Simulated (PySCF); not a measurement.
# Computed records: BGeH5NSi, BGeH6NSi, CH5GeSi, CH5ClGeSi and others

All values are calculated (PySCF 2.14.0). Calculation on a computer-drawn molecule: the log of a Hartree-Fock and frozen-core CCSD(T) single point meant for a local Hartree-Fock minimum, with one planted fault or none, to be diagnosed. Offsets are logged minus clean, where the clean run is the same molecule without the fault. The reference is restricted for singlets and unrestricted otherwise, and also for a bond in bohr or an excited solution. Adding or removing an electron swaps singlet and doublet. The excited solution moves the top pair (singlet) or top alpha electron (doublet) to the lowest empty orbital. Highest occupied and lowest empty are orbital energies over both spins, largest force is the largest gradient component, triples share is (T) over the correlation energy, the T1 limit is 0.02 restricted and 0.045 unrestricted, electrons count all cores, a negative frequency is imaginary (commonest isotopes), and the dipole is about the centre of nuclear charge; on germanium a core potential holds 10 electrons, which the energies leave out, and 3d is frozen in MP2 and coupled-cluster steps.

Common to all runs: meant multiplicity 1; meant basis cc-pV(D+d)Z; meant basis and core potential on germanium cc-pVDZ-PP ECP10MDF; logged SCF converged yes; logged CC converged yes; logged SCF stable within its kind yes; possible faults no fault, one electron removed, one electron added, multiplicity raised by two, geometry at a saddle point, SCF held on an excited solution, minimal basis STO-3G, one bond length entered in bohr, all coordinates scaled.

```json
{"entry": 1, "formula": "BGeH5NSi", "logged_structure": {"atoms_angstrom": [["Si", -1.8805, -1.3423, 1.464], ["N", -0.9838, -0.0429, 1.3622], ["B", -0.4394, 1.189, 1.2951], ["Ge", 1.6829, 0.986, 1.0937], ["H", -2.1552, -1.9783, 2.7507], ["H", -2.3938, -2.008, 0.2686], ["H", -0.9237, 2.2745, 1.3286], ["H", 2.4204, 0.7412, -0.2215], ["H", 2.6577, 0.7707, 2.2499]]}, "given": {"meant_charge": 1, "logged_electrons": 63, "logged_basis_functions": 99, "logged_spin_squared": 0.8582, "logged_highest_occupied [eV]": -6.4486, "logged_lowest_empty [eV]": 1.142, "logged_largest_force [hartree/bohr]": 0.037951, "logged_T1_diagnostic": 0.030017, "logged_D1_diagnostic": 0.15304, "logged_triples_share": 0.036025, "logged_dipole_magnitude [debye]": 5.0509, "logged_energy_HF [hartree]": -664.30274, "logged_energy_CCSD(T) [hartree]": -664.79542, "drawn_bonds_atom": [1, 2, 3, 1, 1, 3, 4, 4], "drawn_bonds_other_atom": [2, 3, 4, 5, 6, 7, 8, 9], "drawn_bonds_order": [2, 1, 1, 1, 1, 1, 1, 1]}, "results": {"planted_fault": "one electron added", "HF_energy_offset_from_clean_run [kcal/mol]": -127.7, "CCSD(T)_energy_offset_from_clean_run [kcal/mol]": -141.0}}
{"entry": 2, "formula": "BGeH6NSi", "logged_structure": {"atoms_angstrom": [["Si", -2.5875, -0.1881, -3.5502], ["N", -1.1912, -0.1898, -2.8579], ["B", 0.039, -0.1641, -2.2389], ["Ge", 0.7485, 1.596, -1.3359], ["H", -2.783, 0.1448, -4.9668], ["H", -3.834, -0.5202, -2.8488], ["H", 0.7288, -1.1534, -2.2065], ["H", -0.2519, 2.762, -1.4551], ["H", 1.0335, 1.3948, 0.165], ["H", 2.0721, 2.0683, -1.9683]]}, "given": {"meant_charge": 0, "logged_electrons": 64, "logged_basis_functions": 104, "logged_spin_squared": 2.027, "logged_highest_occupied [eV]": -4.8134, "logged_lowest_empty [eV]": -1.2147, "logged_largest_force [hartree/bohr]": 0.033982, "logged_T1_diagnostic": 0.022855, "logged_D1_diagnostic": 0.11102, "logged_triples_share": 0.035219, "logged_dipole_magnitude [debye]": 3.4499, "logged_energy_HF [hartree]": -664.76395, "logged_energy_CCSD(T) [hartree]": -665.27363, "drawn_bonds_atom": [1, 2, 3, 1, 1, 3, 4, 4, 4], "drawn_bonds_other_atom": [2, 3, 4, 5, 6, 7, 8, 9, 10], "drawn_bonds_order": [2, 1, 1, 1, 1, 1, 1, 1, 1]}, "results": {"planted_fault": "multiplicity raised by two", "HF_energy_offset_from_clean_run [kcal/mol]": 101.0, "CCSD(T)_energy_offset_from_clean_run [kcal/mol]": 104.5}}
{"entry": 3, "formula": "CH5GeSi", "logged_structure": {"atoms_angstrom": [["Si", -0.053, -1.8642, 0.089], ["C", -0.5978, -0.5894, 1.1314], ["Ge", -0.5952, -0.7049, 2.9467], ["H", 0.4451, -3.12, 0.6531], ["H", -0.0665, -1.7447, -1.368], ["H", -0.9645, 0.3361, 0.6974], ["H", -1.0787, 0.4288, 3.8195], ["H", -0.1017, -1.957, 3.6385]]}, "given": {"meant_charge": 1, "logged_electrons": 56, "logged_basis_functions": 85, "logged_spin_squared": 0.0, "logged_highest_occupied [eV]": -14.767, "logged_lowest_empty [eV]": -4.7783, "logged_largest_force [hartree/bohr]": 3.2863e-05, "logged_lowest_frequency [cm^-1]": 173.39, "logged_T1_diagnostic": 0.013755, "logged_D1_diagnostic": 0.041913, "logged_triples_share": 0.034302, "logged_dipole_magnitude [debye]": 1.985, "logged_energy_HF [hartree]": -622.78876, "logged_energy_CCSD(T) [hartree]": -623.14915, "drawn_bonds_atom": [1, 2, 1, 1, 2, 3, 3], "drawn_bonds_other_atom": [2, 3, 4, 5, 6, 7, 8], "drawn_bonds_order": [2, 1, 1, 1, 1, 1, 1]}, "results": {"planted_fault": "no fault", "HF_energy_offset_from_clean_run [kcal/mol]": 0.0, "CCSD(T)_energy_offset_from_clean_run [kcal/mol]": 0.0}}
{"entry": 4, "formula": "CH5ClGeSi", "logged_structure": {"atoms_angstrom": [["Si", -0.31, -0.2489, 0.8016], ["C", -1.3468, 0.4311, -0.1965], ["Ge", -1.0675, 1.0095, -1.8783], ["Cl", 0.896, 0.6542, -2.3826], ["H", 1.0103, -0.5041, 0.5061], ["H", -0.6808, -0.6413, 2.074], ["H", -2.3014, 0.5663, 0.1433], ["H", -1.2452, 2.4244, -2.0314], ["H", -1.8417, 0.3053, -2.8589]]}, "given": {"meant_charge": 0, "logged_electrons": 74, "logged_basis_functions": 108, "logged_spin_squared": 0.0, "logged_highest_occupied [eV]": -9.379, "logged_lowest_empty [eV]": 2.0586, "logged_largest_force [hartree/bohr]": 0.05535, "logged_T1_diagnostic": 0.011893, "logged_D1_diagnostic": 0.041628, "logged_triples_share": 0.028403, "logged_dipole_magnitude [debye]": 2.7699, "logged_energy_HF [hartree]": -1082.54456, "logged_energy_CCSD(T) [hartree]": -1083.07485, "drawn_bonds_atom": [1, 2, 3, 1, 1, 2, 3, 3], "drawn_bonds_other_atom": [2, 3, 4, 5, 6, 7, 8, 9], "drawn_bonds_order": [2, 1, 1, 1, 1, 1, 1, 1]}, "results": {"planted_fault": "all coordinates scaled, by -6.1 %", "HF_energy_offset_from_clean_run [kcal/mol]": 25.19, "CCSD(T)_energy_offset_from_clean_run [kcal/mol]": 30.34}}
{"entry": 5, "formula": "CH8GeSi2", "logged_structure": {"atoms_angstrom": [["Si", -0.0411, 0.7694, 2.3581], ["C", 1.0097, 0.7617, 1.0682], ["Ge", 0.5563, 1.1128, -0.7511], ["Si", 0.9766, -0.7761, -2.1131], ["H", -1.4471, 1.0728, 2.2246], ["H", 0.3566, 0.4719, 3.7166], ["H", 2.0335, 0.5256, 1.2601], ["H", -0.907, 1.4775, -0.8288], ["H", 1.3514, 2.2868, -1.2736], ["H", 0.1268, -1.8866, -1.7053], ["H", 2.3686, -1.1872, -1.983], ["H", 0.7125, -0.4789, -3.515]]}, "given": {"meant_charge": 0, "logged_electrons": 74, "logged_basis_functions": 123, "logged_spin_squared": 0.0, "logged_highest_occupied [eV]": -8.6044, "logged_lowest_empty [eV]": 2.0325, "logged_largest_force [hartree/bohr]": 0.01446, "logged_T1_diagnostic": 0.013796, "logged_D1_diagnostic": 0.043437, "logged_triples_share": 0.031937, "logged_dipole_magnitude [debye]": 1.7944, "logged_energy_HF [hartree]": -913.70881, "logged_energy_CCSD(T) [hartree]": -914.23233, "drawn_bonds_atom": [1, 2, 3, 1, 1, 2, 3, 3, 4, 4, 4], "drawn_bonds_other_atom": [2, 3, 4, 5, 6, 7, 8, 9, 10, 11, 12], "drawn_bonds_order": [2, 1, 1, 1, 1, 1, 1, 1, 1, 1, 1]}, "results": {"planted_fault": "all coordinates scaled, by -1.8 %", "HF_energy_offset_from_clean_run [kcal/mol]": 2.372, "CCSD(T)_energy_offset_from_clean_run [kcal/mol]": 4.117}}
{"entry": 6, "formula": "CH8Ge2Si", "logged_structure": {"atoms_angstrom": [["Si", -0.4917, 0.2485, 0.2974], ["C", -0.2177, -1.0978, 1.0678], ["Ge", -1.2202, -1.5561, 2.5027], ["Ge", 1.1049, -2.2105, 0.5322], ["H", -1.4729, 1.1365, 0.6456], ["H", 0.2254, 0.6586, -0.7936], ["H", -2.2003, -0.552, 2.7571], ["H", -1.8833, -2.7983, 2.2757], ["H", -0.401, -1.7024, 3.6612], ["H", 1.7704, -1.6688, -0.6069], ["H", 0.5763, -3.4903, 0.1898], ["H", 2.0586, -2.3958, 1.5764]]}, "given": {"meant_charge": 0, "logged_electrons": 92, "logged_basis_functions": 123, "logged_spin_squared": 0.0, "logged_highest_occupied [eV]": -9.2541, "logged_lowest_empty [eV]": 2.0425, "logged_largest_force [hartree/bohr]": 0.051798, "logged_T1_diagnostic": 0.012486, "logged_D1_diagnostic": 0.04029, "logged_triples_share": 0.029897, "logged_dipole_magnitude [debye]": 2.049, "logged_energy_HF [hartree]": -918.07722, "logged_energy_CCSD(T) [hartree]": -918.58907, "drawn_bonds_atom": [1, 2, 2, 1, 1, 3, 3, 3, 4, 4, 4], "drawn_bonds_other_atom": [2, 3, 4, 5, 6, 7, 8, 9, 10, 11, 12], "drawn_bonds_order": [2, 1, 1, 1, 1, 1, 1, 1, 1, 1, 1]}, "results": {"planted_fault": "all coordinates scaled, by -7.1 %", "HF_energy_offset_from_clean_run [kcal/mol]": 42.68, "CCSD(T)_energy_offset_from_clean_run [kcal/mol]": 49.4}}
```
